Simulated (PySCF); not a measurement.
GaH₂Br, SMILES [GaH2][Br].

Geometry optimised at B3LYP-D3(BJ)/def2-TZVP.

Vertical ionisation energy (IE) and electron affinity (EA) in eV. Rows of orbital energies are one-electron estimates. Where ΔSCF, EOM or ADC give a negative EA the extra electron is unbound and the value depends on the basis.

```tsv
level	IE	EA
−ε(HOMO), −ε(LUMO), PBE0/def2-TZVPD (PySCF)	[?]	[?]
−ε(HOMO), −ε(LUMO), HF/def2-TZVPD (PySCF)	10.95	-0.70
ADC(2)/aug-cc-pVDZ (PySCF)	10.07	0.25
```

**Question.** What belongs in the gaps? (An estimate is asked for; the answer gives what the named calculation found.)

**Answer.** 
- −ε(HOMO), −ε(LUMO), PBE0/def2-TZVPD (PySCF), IE: 8.07
- −ε(HOMO), −ε(LUMO), PBE0/def2-TZVPD (PySCF), EA: 1.95

**Question.** Beyond the first one, list the lowest photoelectron lines from PySCF 2.14.0 with ADC(2)/aug-cc-pVDZ with their pole strengths (two spins summed). (Estimate from the structure and the level; the computed values follow.)

**Answer.** 10.55 eV (1.82), 11.55 eV (1.83), 12.23 eV (1.85), 15.68 eV (1.82).
